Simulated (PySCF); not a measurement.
Ge(H)2(Br)(Me) (CH5BrGe), SMILES [CH3][GeH2][Br].

The structure is a stationary point at ωB97X-D3(BJ)/def2-SVP.

Two levels are set side by side: PBE/def2-TZVPD (PySCF) and CAM-B3LYP/def2-TZVPD (PySCF). Same geometry, gas phase. Differences are taken from unrounded values.

```csv
quantity,CAM-B3LYP
orbital gap (eV),9.78
highest occupied level (eV),-9.39
lowest empty level (eV),0.39
dipole moment (D),2.45
mean polarisability (bohr³),66.7
```

**Question.** What does PBE give, and how far is it from CAM-B3LYP? (An estimate is asked for; the answer gives what the named calculation found.)

**Answer.** 
```json
[
 {"quantity": "orbital gap (eV)", "PBE": "5.55", "PBE minus CAM-B3LYP": "-4.23"},
 {"quantity": "highest occupied level (eV)", "PBE": "-6.83", "PBE minus CAM-B3LYP": "2.56"},
 {"quantity": "lowest empty level (eV)", "PBE": "-1.28", "PBE minus CAM-B3LYP": "-1.66"},
 {"quantity": "dipole moment (D)", "PBE": "2.33", "PBE minus CAM-B3LYP": "-0.13"},
 {"quantity": "mean polarisability (bohr³)", "PBE": "69.6", "PBE minus CAM-B3LYP": "2.9"}
]
```

Without exact exchange PBE keeps part of each electron's self-repulsion, which lifts occupied levels and narrows the gap. PBE's more diffuse valence density responds more strongly to a field. Differences between two approximate levels are no errors against the true value.

Rough cost on one machine, each run with all the roots and properties that it gave: CAM-B3LYP against PBE within a factor of 2.
